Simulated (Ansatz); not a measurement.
Computed with Ansatz on PBE0-D4/def2-TZVP structures; ΔE is electronic, products minus reactants. CCSD(T)/CBS adds triple-zeta CCSD(T) − MP2 to the extrapolated MP2 energy (def2 sets, frozen cores). Functionals use def2-TZVPP. B3LYP here is the variant with VWN-RPA as its local correlation; programs differ in this. HSE06 is defined as in plane-wave codes. For Ge outer-core shells are correlated without core-valence functions, which leaves a few kJ/mol of doubt a bond. Scalar relativity is left out up to krypton. Each species was taken in one conformer, which may not be the lowest.

`[BH2][GeH2][CH3]` + `[AlH2][O]P` → `[BH2][GeH2][PH2]` + `C[O][AlH2]`  (redistribution)

```json
{"level": "LDA (SPW92)", "ΔE (kJ/mol)": "32.5", "difference from CCSD(T)/CBS": "-17.9"}
{"level": "PBE-D4", "ΔE (kJ/mol)": "31.4", "difference from CCSD(T)/CBS": "-19.0"}
{"level": "revPBE-D4", "ΔE (kJ/mol)": "31.1", "difference from CCSD(T)/CBS": "-19.3"}
{"level": "BLYP-D4", "ΔE (kJ/mol)": "39.4", "difference from CCSD(T)/CBS": "-11.0"}
{"level": "r2SCAN-D4", "ΔE (kJ/mol)": "40.9", "difference from CCSD(T)/CBS": "-9.5"}
{"level": "B97M-V", "ΔE (kJ/mol)": "44.4", "difference from CCSD(T)/CBS": "-6.0"}
{"level": "PBE0-D4", "ΔE (kJ/mol)": "37.1", "difference from CCSD(T)/CBS": "-13.3"}
{"level": "B3LYP-D4", "ΔE (kJ/mol)": "44.0", "difference from CCSD(T)/CBS": "-6.4"}
{"level": "HSE06-D4", "ΔE (kJ/mol)": "36.8", "difference from CCSD(T)/CBS": "-13.6"}
{"level": "BHLYP-D4", "ΔE (kJ/mol)": "51.0", "difference from CCSD(T)/CBS": "0.6"}
{"level": "CAM-B3LYP-D4", "ΔE (kJ/mol)": "50.7", "difference from CCSD(T)/CBS": "0.3"}
{"level": "ωB97X-V", "ΔE (kJ/mol)": "47.8", "difference from CCSD(T)/CBS": "-2.6"}
{"level": "ωB97M-V", "ΔE (kJ/mol)": "50.4", "difference from CCSD(T)/CBS": "0.0"}
{"level": "B2PLYP", "ΔE (kJ/mol)": "48.6", "difference from CCSD(T)/CBS": "-1.8"}
{"level": "PBE-QIDH", "ΔE (kJ/mol)": "45.7", "difference from CCSD(T)/CBS": "-4.7"}
{"level": "PBE", "ΔE (kJ/mol)": "32.1", "difference from CCSD(T)/CBS": "-18.3"}
{"level": "revPBE", "ΔE (kJ/mol)": "32.1", "difference from CCSD(T)/CBS": "-18.3"}
{"level": "BLYP", "ΔE (kJ/mol)": "40.7", "difference from CCSD(T)/CBS": "-9.7"}
{"level": "r2SCAN", "ΔE (kJ/mol)": "41.0", "difference from CCSD(T)/CBS": "-9.4"}
{"level": "PBE0", "ΔE (kJ/mol)": "37.8", "difference from CCSD(T)/CBS": "-12.6"}
{"level": "B3LYP", "ΔE (kJ/mol)": "45.2", "difference from CCSD(T)/CBS": "-5.2"}
{"level": "r2SCANh", "ΔE (kJ/mol)": "42.2", "difference from CCSD(T)/CBS": "-8.2"}
{"level": "r2SCAN0", "ΔE (kJ/mol)": "43.9", "difference from CCSD(T)/CBS": "-6.5"}
{"level": "HSE06", "ΔE (kJ/mol)": "37.5", "difference from CCSD(T)/CBS": "-12.9"}
{"level": "BHLYP", "ΔE (kJ/mol)": "52.4", "difference from CCSD(T)/CBS": "2.0"}
{"level": "CAM-B3LYP", "ΔE (kJ/mol)": "51.5", "difference from CCSD(T)/CBS": "1.1"}
{"level": "LC-ωPBE", "ΔE (kJ/mol)": "48.3", "difference from CCSD(T)/CBS": "-2.1"}
{"level": "MP2/def2-SVP", "ΔE (kJ/mol)": "29.5", "difference from CCSD(T)/CBS": "-20.9"}
{"level": "CCSD/def2-SVP", "ΔE (kJ/mol)": "27.0", "difference from CCSD(T)/CBS": "-23.4"}
{"level": "CCSD(T)/def2-SVP", "ΔE (kJ/mol)": "24.6", "difference from CCSD(T)/CBS": "-25.8"}
{"level": "HF/def2-TZVPP", "ΔE (kJ/mol)": "60.1", "difference from CCSD(T)/CBS": "9.7"}
{"level": "MP2/def2-TZVPP", "ΔE (kJ/mol)": "51.5", "difference from CCSD(T)/CBS": "1.1"}
{"level": "SCS-MP2/def2-TZVPP", "ΔE (kJ/mol)": "53.6", "difference from CCSD(T)/CBS": "3.2"}
{"level": "CCSD/def2-TZVPP", "ΔE (kJ/mol)": "50.6", "difference from CCSD(T)/CBS": "0.2"}
{"level": "CCSD(T)/def2-TZVPP", "ΔE (kJ/mol)": "47.5", "difference from CCSD(T)/CBS": "-2.9"}
{"level": "MP2/def2-QZVPP", "ΔE (kJ/mol)": "53.9", "difference from CCSD(T)/CBS": "3.5"}
{"level": "SCS-MP2/def2-QZVPP", "ΔE (kJ/mol)": "56.1", "difference from CCSD(T)/CBS": "5.7"}
{"level": "HF/CBS(def2)", "ΔE (kJ/mol)": "62.7", "difference from CCSD(T)/CBS": "12.3"}
{"level": "MP2/CBS(def2)", "ΔE (kJ/mol)": "54.4", "difference from CCSD(T)/CBS": "4.0"}
{"level": "CCSD/CBS(def2)", "ΔE (kJ/mol)": "53.5", "difference from CCSD(T)/CBS": "3.1"}
{"level": "CCSD(T)/CBS", "ΔE (kJ/mol)": "50.4", "difference from CCSD(T)/CBS": "0"}
```

Largest T1 diagnostic among the species: 0.014.

Leaving LDA and LC-ωPBE aside and taking each functional with its dispersion term where it has one, the values spread over 19.9 kJ/mol, from revPBE-D4 to BHLYP-D4. In def2-TZVPP, CCSD(T) changes the Hartree–Fock value by −12.6 kJ/mol (the triples alone add −3.1 kJ/mol) and MP2 by −8.6 kJ/mol.
